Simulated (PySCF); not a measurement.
**Working out the ionisation energy of V⁺**

V⁺ [Ar] 3d4 (5D) → V²⁺ [Ar] 3d3 (4F). All numbers are calculated (PySCF 2.14, scalar relativity by spin-free X2C-1e, in cc-pVDZ-DK (6s5p3d1f, 43 functions)). Frozen: [Ar]. Energies in hartree (1 hartree = 27.21139 eV):

```json
{"part": "UHF", "V⁺ (lower)": "-947.913688", "V²⁺ (upper)": "-947.428310"}
{"part": "MP2 opposite-spin", "V⁺ (lower)": "0.000000", "V²⁺ (upper)": "0.000000"}
{"part": "MP2 same-spin", "V⁺ (lower)": "-0.037844", "V²⁺ (upper)": "-0.012568"}
```

Problem. What does Hartree-Fock give?

Solution. (-947.428310) − (-947.913688) = 0.485378 hartree = 13.208 eV.

Problem. What do MP2 and SCS-MP2 (6/5 opposite-spin, 1/3 same-spin) give?

Solution. The opposite-spin parts differ by 0.000 eV and the same-spin parts by 0.688 eV. MP2: 13.208 + (0.000) + (0.688) = 13.896 eV. SCS-MP2: 13.208 + 1.2 × (0.000) + (0.688)/3 = 13.437 eV.

Reference: 14.634 ± 0.007 eV (measured; NIST Atomic Spectra Database, ionization energies), between the lowest levels; spin-orbit coupling is absent from the calculation.

A double-zeta basis recovers only part of the correlation energy.

What remains against the reference includes basis incompleteness, the frozen core and correlation beyond second order.
